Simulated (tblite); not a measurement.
acetone (C3H6O), singlet, at a GFN2-xTB geometry; GFN1-xTB in tblite.

The tblite input:
```
$ tblite run mol.xyz --method gfn1 --charge 0 --spin 0 --efield 0,0,0.1 --json tblite.json --no-restart

# file mol.xyz
10

O     -0.00202356     0.00502782     1.40163302
C     -0.00028613     0.00071094     0.19819253
C     -0.00598572     1.26596943    -0.62421820
C      0.00777494    -1.27041500    -0.61510003
H      0.00018810     2.13672408     0.02569315
H     -0.00028442    -2.13648476     0.04102096
H     -0.89240581     1.29081337    -1.25420279
H      0.86770223     1.28962202    -1.27163889
H      0.89601009    -1.29976872    -1.24232811
H     -0.86404026    -1.29872071    -1.26485435
```

Problem. What does tblite print? Leave out banner, timings and long lists.

Solution. 
```
xTB calculator
 | screened Coulomb repulsion
 | Coulomb electrostatics
 |  * isotropic Klopman-Ohno-Mataga-Nishimoto electrostatics
 |  * onsite third-order electrostatics
 | DFT-D3(BJ) dispersion correction
 | Interactions (1)
 | [1] electric field

halogen bonding energy    0.0000000000000E+00 Eh
repulsion energy          1.7146050865803E-01 Eh
dispersion energy        -2.5043404146449E-03 Eh
interaction energy        0.0000000000000E+00 Eh
number of electrons       2.4000000000000E+01 e
integral cutoff           1.9731147476801E+01 bohr

------------------------------------------------------------
  cycle        total energy    energy error   density error
------------------------------------------------------------
      1     -14.06510174882  -1.4234058E+01   3.9591771E-01
      2     -14.26812170544  -2.0301996E-01   2.1700552E-01
      3     -14.26977790402  -1.6561986E-03   9.7760976E-02
      4     -14.27031571477  -5.3781076E-04   1.1259056E-02
      5     -14.27076965360  -4.5393883E-04   3.7459716E-03
      6     -14.27081703620  -4.7382600E-05   2.3343112E-03
      7     -14.27084369839  -2.6662186E-05   4.9035604E-05
      8     -14.27084370599  -7.5968387E-09   1.4109556E-05
------------------------------------------------------------

electronic energy        -1.4439799874230E+01 Eh
total energy             -1.4270843705986E+01 Eh

Post processing:
 | Mayer-Wiberg bond orders

[Info] JSON dump of results written to 'tblite.json'
```
